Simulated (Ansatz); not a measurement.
AlSi₁₃PH₂₄, a doped nanocrystal cut from the lattice of silicon (Al and P 2.4 A apart). Total charge 0; singlet. Geometry PBE-D4/def2-SVP.

Cartesian coordinates in Å:
```
Al 1.2718 -0.6731 0.0750
P 0.3342 1.1369 -1.3036
Si -0.2437 -3.0777 -2.6571
Si -2.4593 -2.1173 0.4489
Si -1.4072 0.7045 -2.7338
Si -0.2713 3.1234 -0.3280
Si -1.2508 0.4443 2.9972
Si 2.2427 2.2050 2.5884
Si -1.0632 -1.2856 -3.9444
Si -1.8532 -3.7927 -1.0924
Si 1.7616 -2.3533 -1.6528
Si -0.5641 -1.3045 1.5813
Si 3.1115 0.5162 1.1927
Si 1.3636 3.8804 1.1881
Si 0.6020 1.4134 4.0821
H -0.0298 -4.1934 -3.6569
H -3.4973 -2.6748 1.3953
H -3.1163 -0.9893 -0.3119
H -2.6059 0.6613 -1.8305
H -1.5079 1.9213 -3.6172
H -1.5933 2.8153 0.3141
H -0.4976 4.0763 -1.4734
H -2.2425 -0.0183 4.0396
H -1.9356 1.5162 2.1818
H 3.3131 2.9096 3.3932
H -2.3838 -1.5797 -4.6143
H -0.0695 -0.9239 -5.0214
H -3.0642 -4.3029 -1.8365
H -1.2626 -4.9517 -0.3268
H 2.4338 -3.5837 -1.0864
H 2.6443 -1.8507 -2.7766
H -0.1026 -2.4253 2.4893
H 1.3430 1.5767 -2.2216
H 4.0758 1.2000 0.2455
H 3.9367 -0.3946 2.0736
H 2.4580 4.4628 0.3271
H 0.7151 5.0164 1.9419
H 1.2461 0.3627 4.9536
H 0.1680 2.5498 4.9771
```

Single mean-field runs in def2-TZVP are fitted with def2-universal-jkfit.

Task: Estimate the orbital energies around the gap (eV) in Ansatz with HF/STO-3G, PBE-D4/def2-SVP, PBE-D4/def2-TZVP, r2SCAN-D4/def2-TZVP, PBE0-D4/def2-TZVP.

Result: 
| orbital | HF/STO-3G | PBE-D4/def2-SVP | PBE-D4/def2-TZVP | r2SCAN-D4/def2-TZVP | PBE0-D4/def2-TZVP |
| --- | --- | --- | --- | --- | --- |
| HOMO−13 | -10.09 | -8.06 | -8.07 | -8.42 | -9.33 |
| HOMO−12 | -9.48 | -7.93 | -7.90 | -8.21 | -9.07 |
| HOMO−11 | -9.09 | -7.57 | -7.57 | -7.88 | -8.73 |
| HOMO−10 | -9.09 | -7.48 | -7.51 | -7.82 | -8.69 |
| HOMO−9 | -8.57 | -7.34 | -7.34 | -7.63 | -8.47 |
| HOMO−8 | -8.49 | -7.32 | -7.30 | -7.58 | -8.40 |
| HOMO−7 | -7.94 | -7.13 | -7.11 | -7.36 | -8.16 |
| HOMO−6 | -7.74 | -6.95 | -6.92 | -7.17 | -7.95 |
| HOMO−5 | -7.63 | -6.93 | -6.91 | -7.16 | -7.95 |
| HOMO−4 | -7.57 | -6.88 | -6.87 | -7.13 | -7.91 |
| HOMO−3 | -7.28 | -6.83 | -6.80 | -7.05 | -7.82 |
| HOMO−2 | -6.52 | -6.36 | -6.33 | -6.55 | -7.28 |
| HOMO−1 | -5.97 | -5.93 | -5.93 | -6.14 | -6.86 |
| HOMO | -5.80 | -5.83 | -5.82 | -6.01 | -6.72 |
| LUMO | 7.77 | -2.27 | -2.38 | -2.24 | -1.65 |
| LUMO+1 | 8.71 | -1.89 | -2.05 | -1.93 | -1.31 |
| LUMO+2 | 9.23 | -1.77 | -1.94 | -1.81 | -1.23 |
| LUMO+3 | 9.32 | -1.60 | -1.81 | -1.65 | -1.06 |
| LUMO+4 | 9.40 | -1.58 | -1.76 | -1.59 | -1.02 |
| LUMO+5 | 9.67 | -1.36 | -1.56 | -1.35 | -0.79 |
